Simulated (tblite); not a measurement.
Compound: C6H9F2 (doublet state).
Cartesian coordinates in Å at the GFN2-xTB level; atoms count from 1:
```xyz
17
C6H9F2 angstrom
C     -1.8768   -0.4483    1.0661
C     -1.0675   -0.9399   -0.0654
C     -0.4633    0.1821   -0.8831
C      0.8871    0.0425   -1.5120
C      0.6881    1.0153   -0.3829
C      1.3423    0.7541    0.9415
F      2.6527    1.1231    0.9082
F      0.7798    1.5089    1.9213
H     -1.6960    0.5209    1.4851
H     -2.5923   -1.0929    1.5369
H     -1.6868   -1.5632   -0.7224
H     -0.2664   -1.6070    0.2938
H     -1.2086    0.7333   -1.4441
H      1.0587    0.4391   -2.5002
H      1.4521   -0.8534   -1.2999
H      0.6833    2.0722   -0.6218
H      1.3066   -0.2949    1.2692
```

Level: GFN2-xTB in tblite, geometry and Hessian alike; calculated harmonic values, unscaled, isolated species. Errors from tens to a few hundred cm⁻¹ against measured bands are possible. One conformer, not necessarily the lowest. Open shells enter through the occupations alone, without spin polarisation, and single modes of such species can be off by tens of per cent.

Harmonic wavenumbers (cm⁻¹): 45.2, 70.6, 108.2, 164.0, 178.0, 288.1, 355.0, 384.7, 445.4, 465.8, 518.0, 561.5, 781.2, 850.3, 875.3, 898.7, 972.4, 1007.5, 1024.5, 1050.0, 1073.3, 1076.6, 1096.3, 1100.5, 1139.4, 1153.8, 1181.6, 1228.0, 1255.6, 1261.5, 1298.6, 1347.6, 1395.5, 1413.5, 1456.1, 1482.2, 2807.7, 2902.7, 2913.9, 3046.4, 3059.4, 3090.7, 3108.6, 3143.9, 3191.0.

A = 2904, B = 1556, C = 1140 MHz; mass 119.067 u (most abundant isotopes); point group C1, symmetry number 1; spin multiplicity 2.

Question: Zero-point energy?

Answer: Half the sum of the wavenumbers: 29134 cm⁻¹ = 83.30 kcal/mol.

Question: Entropy at 273.15 K, 1 bar (ideal gas, RRHO, classical rotation)?

Answer: Translation 39.83, rotation 28.26, vibration 23.13, spin (R ln 2) 1.38: S = 92.6 cal/(mol K).

Question: And Cp and H(273.15 K) − H(0)?

Answer: Cp = 31.83 cal/(mol K), of which vibrations give 23.88 (their classical limit is 45 R = 89.4); H(273.15 K) − H(0) = 5.47 kcal/mol without the zero-point energy, 3.30 from vibrations.

Question: What must be added to the electronic energy to get the Gibbs energy at 273.15 K and 1 bar?

Answer: ZPE + [H(273.15 K) − H(0)] − T·S = 83.30 + 5.47 − 25.29 = 63.48 kcal/mol.

Question: Blend soft modes into free rotors: weight 1/[1 + (100 cm⁻¹/ν̃)⁴] for the oscillator and the rest for a rotor with moment μB/(μ + B), μ = h/(8π²ν), B = 10⁻⁴⁴ kg m². What vibrational entropy results?

Answer: 21.03 cal/(mol K) in place of 23.13, which changes −T·S at 273.15 K by +0.57 kcal/mol.

Hindered rotation and anharmonicity are outside this model. Other conformers, if any are populated, would add a mixing term that is left out. The structure is chiral; the term R ln 2 for an equal mix with its mirror image is left out.

On one thread of an AMD EPYC 7B13, shared host, this took 0.51 s. This covers the Hessian and the dipole derivatives.
